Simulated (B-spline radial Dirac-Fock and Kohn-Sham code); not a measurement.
## Mg¹¹⁺: scattering cross sections and density moments

System: the Mg¹¹⁺ ion in the configuration 1s1.

Input of the calculation (task.json; shells as n, l, electrons):

```json
{"items": [{
  "Z": 12,
  "q": 11,
  "cfg": [[1, 0, 1]],
  "A": 24,
  "rrms": 3.057,
  "do": ["scatter"],
  "s": [0.0, 0.05, 0.1, 0.15, 0.2, 0.25, 0.3, 0.35, 0.4, 0.45, 0.5, 0.6, 0.7, 0.8, 0.9, 1.0, 1.1, 1.2, 1.4, 1.6, 1.8, 2.0, 2.5, 3.0, 3.5, 4.0, 5.0, 6.0],
  "pz": [0, 0.1, 0.2, 0.3, 0.4, 0.5, 0.6, 0.8, 1.0, 1.2, 1.4, 1.6, 1.8, 2.0, 2.5, 3.0, 4.0, 5.0, 7.0, 10.0, 15.0, 20.0, 30.0, 40.0, 60.0, 100.0],
  "hv_scatter": [2000, 10000, 30000, 50000, 100000, 200000, 500000, 1000000]
}]}
```

Command: `python xray_run.py task.json out`

These are calculated numbers from a radial atomic solver; the model is Dirac-Fock orbitals of the configuration average with a finite nucleus.

```
Sum of ⟨r⟩                          : 0.1247 bohr
Sum of ⟨r²⟩                         : 0.02074 bohr²
Sum of ⟨1/r⟩                        : 12.046 per bohr
Langevin diamagnetic susceptibility : -0.0164 × 10⁻⁶ cm³/mol
Lamb shielding (α²/3)Σ⟨1/r⟩         : 213.8 ppm
```

Coherent scattering is the Thomson cross section weighted by f₀², without anomalous dispersion; incoherent scattering is Klein-Nishina weighted by S. The Lamb formula is the non-relativistic shielding expression. Electron correlation is left out. A dash stands where the photon energy is too low for the impulse approximation behind that column.

| hν (keV) | coherent (b) | incoherent (b) | incoherent per electron (b) |
| --- | --- | --- | --- |
| 2 | 0.6626 | – | – |
| 10 | 0.6044 | – | – |
| 30 | 0.3396 | 0.2831 | 0.283 |
| 50 | 0.1779 | 0.3969 | 0.397 |
| 100 | 0.05733 | 0.4385 | 0.438 |
| 200 | 0.01599 | 0.3910 | 0.391 |
| 500 | 0.002659 | 0.2865 | 0.287 |
| 1000 | 0.0006689 | 0.2105 | 0.211 |

Incoherent scattering overtakes coherent scattering between 30 and 50 keV.
